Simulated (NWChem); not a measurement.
System: GeCl, doublet; SMILES [Cl][Ge]

The following NWChem deck was run.

```
start job
memory heap 200 mb stack 900 mb global 1100 mb
geometry units angstroms noautosym nocenter noautoz
  Ge     0.000000     0.000000    -0.774638
  Cl     0.000000     0.000000     1.434159
end
basis spherical
  * library def2-svp
end
dft
  odft
  mult 2
  xc hfexch
  iterations 150
end
property
  efieldgrad
end
task dft property
```

The state is orbitally degenerate and is run as one real component. Structure relaxed at the B3LYP/6-31G* (spherical d), spin-unrestricted level. No stability test was run on the SCF state.

Vzz is the largest principal value of the second derivative of the potential at the nucleus (NWChem prints the opposite sign); η is the asymmetry. Non-relativistic.

Atoms are numbered as in the input.

### Question
Predict the main results of this run. (UHF/def2-SVP.) Quantities: Vzz Ge1 (a.u.); η Ge1; Vzz Cl2 (a.u.); η Cl2.

### Answer
The vzz Ge1 (a.u.) is 3.574 and the η Ge1 is 0.71. The vzz Cl2 (a.u.) comes out as 1.566. The η Cl2 is 0.60.
